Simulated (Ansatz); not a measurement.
`[AlH2][BH]O[SiH3]` + `CC(=N)Cl` → `C/C(Cl)=N\[SiH3]` + `O[BH][AlH2]` at 700 K and 1 bar (ligand exchange at the Si–O bond).

Program: Ansatz. Geometries: PBE0-D4/def2-TZVP. ΔE: electronic, gas phase. CBS: MP2 limit from def2 TZ/QZ plus the TZ coupled-cluster correction, frozen cores. Each species was taken in one conformer, which may not be the lowest.

```csv
species,CCSD(T)/CBS energy (Eh),H − E (kJ/mol),S (J/(mol·K))
`[AlH2][BH]O[SiH3]`,-634.69802,225.8,479.6
`CC(=N)Cl`,-592.98219,211.3,373.1
`C/C(Cl)=N\[SiH3]`,-883.27379,276.1,471.2
`O[BH][AlH2]`,-344.38728,161.6,379.0
```

H − E and S are ideal-gas, rigid-rotor, harmonic terms from PBE0-D4/def2-TZVP, for one conformer and one mirror image of each species. 1 Eh = 2625.50 kJ/mol, R = 8.31446 J/(mol·K).

Problem. By hand: ΔE, ΔH, ΔS and ΔG.

Solution. ΔE = (-883.27379) + (-344.38728) − (-634.69802) − (-592.98219) = 0.01914 Eh = 50.3 kJ/mol. Δ(H − E) = 276.1 + 161.6 − 225.8 − 211.3 = 0.6, so ΔH = 50.9 kJ/mol. ΔS = 471.2 + 379.0 − 479.6 − 373.1 = -2.5 J/(mol·K). ΔG = 50.9 − 700 × (-2.5)/1000 = 52.6 kJ/mol.

Problem. By hand: the equilibrium constant, and the temperature at which ΔG would vanish if ΔH and ΔS stayed fixed.

Solution. log₁₀ K = −ΔG/(RT ln 10) = -3.9. ΔH and −TΔS have one sign here, so there is no such temperature. One of them is within its doubt of zero, so this could turn.

The number of gas molecules stays the same, so ΔS is small and ΔH decides. A doubt of 5 kJ/mol in ΔE shifts log₁₀ K by 0.4 here. Other conformers and mirror images would add mixing entropy, several J/(mol·K) or more a flexible species. These are equilibria of isolated gas molecules and say nothing of rates. Largest T1 diagnostic: 0.014 (customary marks: 0.02 for closed shells, 0.045 for open ones).
